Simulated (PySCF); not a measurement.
C3F3, SMILES FC(F)(F)C#[C], multiplicity 2. Atoms are numbered in the order given.

```xyz
6

C      0.0000     0.0000     2.4123
C      0.0000     0.0000     1.2021
C      0.0000     0.0000    -0.2706
F     -1.0764     0.6215    -0.7431
F      1.0764     0.6215    -0.7431
F      0.0000    -1.2429    -0.7431
```
Charge 0, spin multiplicity 2.

Coordinates come from a PBE0-D3(BJ)/def2-SVP optimisation. The isomer is the one that the SMILES or the coordinates give; other isomers of the formula were not compared.

Method: PBE0-D3(BJ)/def2-SVP (PySCF).

No scaling factor is applied to the harmonic values.

Modes within 1.5 cm⁻¹ of each other (mostly degenerate sets) share a row, with their intensities summed.

| mode | ν (cm⁻¹) | IR (km/mol) | moving atoms (share of kinetic energy) |
|---|---|---|---|
| 1–2 | 171 | 0.1 | C 60 %, F 40 % |
| 3–4 | 451 | 1.0 | F 62 %, C 38 % |
| 5 | 554 | 11.2 | C 56 %, F 44 % |
| 6–7 | 611 | 2.2 | F 68 %, C 32 % |
| 8 | 842 | 2.4 | F 80 %, C 20 % |
| 9–10 | 1249 | 596.9 | C 76 %, F 24 % |
| 11 | 1282 | 458.6 | C 85 %, F 15 % |
| 12 | 2297 | 22.8 | C 100 % |
